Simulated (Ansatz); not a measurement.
Total energies of CdH$_{2}$, SMILES `[CdH2]`.

| atom | x (Å) | y (Å) | z (Å) |
| --- | --- | --- | --- |
| Cd1 | 0.000 | 0.000 | 0.000 |
| H2 | -1.127 | 0.354 | 1.191 |
| H3 | 1.127 | -0.354 | -1.190 |

Charge 0, multiplicity 1. Correlated methods include outer-core shells of Cd, which these sets cover unevenly. Cd takes the def2 core potential. All single points use the PBE0-D4/def2-TZVP geometry. Basis def2-TZVPP, Ansatz.

RPA on PBE orbitals: Hartree–Fock energy of these orbitals -167.96599 Eh, correlation -1.01295 Eh (all electrons outside any core potential correlated).

```tsv
functional	energy without D4 (Eh)	D4 term (kJ/mol)
B97M-V	-168.93039	–
BHLYP	-168.83688	-3.4
```

Problem. Give the same for LDA (SPW92), PBE, revPBE, BLYP, r2SCAN, PBE0, B3LYP, r2SCANh, r2SCAN0, HSE06 (plane-wave form), CAM-B3LYP, LC-ωPBE, ωB97X-V, ωB97M-V, B2PLYP, PBE-QIDH. (An estimate is asked.)

Solution. The calculation gave: 
```
             functional  energy without D4 (Eh)  D4 term (kJ/mol)
            LDA (SPW92)              -168.61351                 –
                    PBE              -168.92923              -2.7
                 revPBE              -168.98537              -8.8
                   BLYP              -168.88832              -6.2
                 r2SCAN              -168.98731              -0.6
                   PBE0              -168.92069              -2.2
                  B3LYP              -168.99545              -4.4
                r2SCANh              -168.97168              -0.6
                r2SCAN0              -168.94888              -0.7
HSE06 (plane-wave form)              -168.91910              -2.1
              CAM-B3LYP              -168.90048              -2.2
                LC-ωPBE              -168.95584                 –
                ωB97X-V              -168.90194                 –
                ωB97M-V              -168.85758                 –
                 B2PLYP              -168.84502                 –
               PBE-QIDH              -168.87416                 –
```

B3LYP takes the VWN-RPA correlation (the form of Gaussian; ORCA's B3LYP/G). HSE06 is the plane-wave form, built on full-range PBE exchange.

LC-ωPBE has ω = 0.4 bohr⁻¹.
